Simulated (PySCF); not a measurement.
Species: C5H10F4Si2.
Z-matrix (Å and degrees, PBE0-D3(BJ)/def2-SVP geometry), rows numbered from 1:
```
C 
Si  1  1.8715
C   2  1.9320  1  108.25
F   3  1.3415  2  112.79  1   -58.62
F   3  1.3445  2  111.14  1  -179.08
F   3  1.3475  2  111.69  1    61.84
C   2  1.8992  1  115.72  3   121.02
C   7  1.5397  2  109.12  1   103.03
C   8  1.5374  7  112.12  2    51.10
Si  9  1.8883  8  108.36  7   -53.58
F  10  1.6338  2  114.96  1   119.20
H   1  1.1003  2  110.78  3    62.27
H   1  1.1007  2  110.84  3  -177.63
H   1  1.1012  2  110.30  3   -57.70
H   7  1.1041  2  107.39  1  -138.26
H   7  1.1015  2  112.32  1   -21.21
H   8  1.1059  7  109.25  2   -70.35
H   8  1.1028  7  110.27  2   174.24
H   9  1.1012  8  111.79  7  -179.01
H   9  1.1054  8  109.89  7    62.63
H  10  1.4933  2  116.93  1    -7.09
```

The closed-shell ground state was solved at several levels (PySCF, density fitting, gas phase, non-relativistic).

```
              level  basis functions  HOMO (eV)  LUMO (eV)  gap (eV)  dipole (D)
      PBE0/pcSseg-1              251      -7.70      -0.68      7.02        4.00
CAM-B3LYP/def2-SVPD              320      -8.99       0.23      9.22        4.31
```

**Question.** What might KT2/pcSseg-2 (550 basis functions) give for the same quantities?

**Answer.** HOMO -6.56 eV, LUMO -1.83 eV, gap 4.73 eV, dipole 4.01 D.

**Question.** Over all these levels, which gives the widest orbital gap and which the narrowest?

**Answer.** CAM-B3LYP/def2-SVPD (range-separated hybrid) has the widest, 9.22 eV, and KT2/pcSseg-2 (GGA) the narrowest, 4.73 eV. Functional and basis both differ between the two, so the spread mixes both effects.

**Question.** How far do the dipole and the HOMO energy spread over the levels?

**Answer.** The dipole runs from 4.00 to 4.31 D (mean 4.11 D) and the HOMO from -8.99 to -6.56 eV.

One conformer stands for the species.
